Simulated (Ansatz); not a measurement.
C$_{2}$H$_{7}$BSSi (`[SiH3]B1CSC1`). Total charge 0; spin multiplicity 1. The geometry is a stationary point of PBE0-D4/def2-TZVP.

```xyz
12

Si   -1.878    0.269    0.291
B     0.099   -0.033   -0.005
C     1.161    0.884   -0.722
S     2.461   -0.354   -0.377
C     1.049   -1.223    0.393
H    -2.561    0.421   -1.026
H    -2.541   -0.836    1.035
H    -2.086    1.535    1.051
H     0.987    1.059   -1.788
H     1.337    1.857   -0.252
H     1.161   -1.393    1.469
H     0.812   -2.186   -0.069
```

Q: What is the dipole moment at B3LYP/def2-TZVPP? (An estimate is asked.)

A: Computed: 0.99 D, with components (-0.97, 0.10, 0.17) D in this frame, pointing from negative to positive charge.

Q: And with PBE, r2SCAN, ωB97M-V? (Best estimate.)

A: Computed: PBE 0.88 D, r2SCAN 1.02 D, ωB97M-V 0.97 D.

Q: Give the Mulliken charges with B3LYP, PBE, ωB97M-V in def2-TZVPP. (Estimate.)

A: Ansatz gave: 
| atom | B3LYP | PBE | ωB97M-V |
| --- | --- | --- | --- |
| Si1 | 0.10 | 0.05 | 0.01 |
| B2 | 0.16 | 0.13 | 0.10 |
| C3 | -0.20 | -0.17 | -0.24 |
| S4 | -0.13 | -0.15 | -0.08 |
| C5 | -0.19 | -0.16 | -0.23 |
| H6 | -0.06 | -0.05 | -0.03 |
| H7 | -0.07 | -0.06 | -0.03 |
| H8 | -0.07 | -0.05 | -0.03 |
| H9 | 0.12 | 0.11 | 0.13 |
| H10 | 0.12 | 0.11 | 0.13 |
| H11 | 0.11 | 0.11 | 0.13 |
| H12 | 0.11 | 0.11 | 0.13 |

B3LYP here is the variant with VWN-RPA as its local correlation; programs differ in this.
